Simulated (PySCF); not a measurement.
Ti(I)2(NH2)2 (H₄I₂N₂Ti), SMILES [NH2][Ti]([NH2])([I])[I], multiplicity 1.

Coordinates come from a B3LYP-D3(BJ)/def2-SVP optimisation. The multiplicity is an assumed one; other spin states were not compared. The def2 effective core potentials stand for the cores of I; spin–orbit coupling is left out. Other conformers were not sampled.

Method: r2SCAN/def2-TZVP (PySCF).

Symmetry labels are those of the subgroup Cs that the program uses (full group Cs).

Computed valence orbital energies around the gap with their symmetry:
```json
[
 {"orbital": "HOMO−7", "symmetry": "A'", "energy (eV)": "-8.04"},
 {"orbital": "HOMO−6", "symmetry": "A\"", "energy (eV)": "-7.69"},
 {"orbital": "HOMO−5", "symmetry": "A\"", "energy (eV)": "-7.61"},
 {"orbital": "HOMO−4", "symmetry": "A'", "energy (eV)": "-7.57"},
 {"orbital": "HOMO−3", "symmetry": "A'", "energy (eV)": "-7.11"},
 {"orbital": "HOMO−2", "symmetry": "A'", "energy (eV)": "-6.80"},
 {"orbital": "HOMO−1", "symmetry": "A\"", "energy (eV)": "-6.70"},
 {"orbital": "HOMO", "symmetry": "A\"", "energy (eV)": "-6.35"},
 {"orbital": "LUMO", "symmetry": "A\"", "energy (eV)": "-3.45"},
 {"orbital": "LUMO+1", "symmetry": "A'", "energy (eV)": "-3.26"},
 {"orbital": "LUMO+2", "symmetry": "A\"", "energy (eV)": "-2.55"},
 {"orbital": "LUMO+3", "symmetry": "A'", "energy (eV)": "-2.40"}
]
```
